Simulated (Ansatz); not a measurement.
CH8BNOSi (`B[Si](C)(N)O`) at its PBE0-D4/def2-TZVP geometry, where that method's forces vanish. The species carries charge 0 and has multiplicity 1.

```xyz
13

B     1.0231   -1.7663   -0.0951
Si   -0.2087   -0.1972    0.0901
C    -0.0676    1.1641   -1.1830
N     0.2340    0.5298    1.5837
O    -1.7317   -0.8545    0.0368
H     1.0124   -2.6340    0.7319
H     1.8399   -1.8710   -0.9648
H     0.9532    1.5506   -1.2346
H    -0.3374    0.7940   -2.1749
H    -0.7318    2.0027   -0.9497
H     0.2194    1.5237    1.7395
H     0.2716    0.0119    2.4456
H    -2.4764   -0.2538   -0.0255
```

Question: What forces (eV/Å) does r2SCAN-D4/def2-TZVPP give on these atoms in Ansatz 0.2.0? (An estimate is asked.)

Answer: Computed: 
```
B1  -0.010  0.027  0.005
Si2  0.056 -0.059 -0.092
C3   0.005 -0.008  0.011
N4   0.005 -0.017  0.000
O5  -0.030 -0.048  0.024
H6   0.005  0.019 -0.021
H7  -0.014 -0.004  0.034
H8  -0.021  0.009 -0.012
H9   0.007  0.022  0.013
H10  0.010 -0.001 -0.015
H11  0.023  0.030  0.031
H12  0.002  0.009  0.037
H13 -0.040  0.021 -0.014
```
